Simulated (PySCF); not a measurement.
Cd(F)(GeH3) (CdFGeH3), SMILES [F][Cd][GeH3]. Coordinates come from a B3LYP-D3(BJ)/def2-SVP optimisation. The structure was generated by enumeration; whether it is a known compound was not checked. The def2 effective core potentials stand for the cores of Cd; spin–orbit coupling is left out.

Calculation: B3LYP-D3(BJ)/def2-SVP (PySCF).

Harmonic wavenumbers (cm⁻¹): 93, 93, 214, 436, 436, 597, 787, 888, 888, 2115, 2126, 2126. Rotational constants (GHz): 80.17, 1.127, 1.127; symmetry number 3.

**Question.** Work out the zero-point energy and the ideal-gas rigid-rotor harmonic-oscillator thermochemistry at 298.15 K and 1 atm.

**Answer.** ZPE = ½ Σ hcν = ½ × 10798 cm⁻¹ = 64.59 kJ/mol. H − E(el) = 82.24 kJ/mol. Entropy in J/(mol K): translation 175.26, rotation 97.81, vibration 49.61, total 322.67. G − E(el) = -13.97 kJ/mol. Cp = 80.45 J/(mol K). Modes under 150 cm⁻¹ make the vibrational entropy uncertain.
